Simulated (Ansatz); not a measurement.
CAlClFNO, SMILES `O=C=[N][Al]([F])[Cl]`. Total charge 0; spin multiplicity 1. The geometry is a stationary point of PBE0-D4/def2-TZVP. It is one conformer, not always the lowest.

```xyz
6

O     0.038   -1.207    2.685
C    -0.013   -0.773    1.608
N    -0.072   -0.334    0.496
Al   -0.059    0.422   -1.073
F    -0.945   -0.231   -2.278
Cl    1.052    2.123   -1.438
```

Q: What is the dipole moment at PBE/def2-TZVPP? (An estimate is asked.)

A: The calculation gave: 0.63 D, with components (0.21, 0.46, -0.37) D in this frame, pointing from negative to positive charge.

Q: And with r2SCAN, B3LYP, ωB97M-V? (Best estimate.)

A: Computed: r2SCAN 0.60 D, B3LYP 0.68 D, ωB97M-V 0.65 D.

Q: Give the Mulliken charges with PBE, B3LYP, r2SCAN in def2-TZVPP. (Estimate.)

A: The calculation gave: 
```csv
atom,PBE,B3LYP,r2SCAN
O1,-0.15,-0.19,-0.22
C2,0.21,0.29,0.33
N3,-0.19,-0.28,-0.33
Al4,0.61,0.71,0.75
F5,-0.29,-0.33,-0.33
Cl6,-0.19,-0.21,-0.21
```

B3LYP here is the variant with VWN-RPA as its local correlation; programs differ in this.
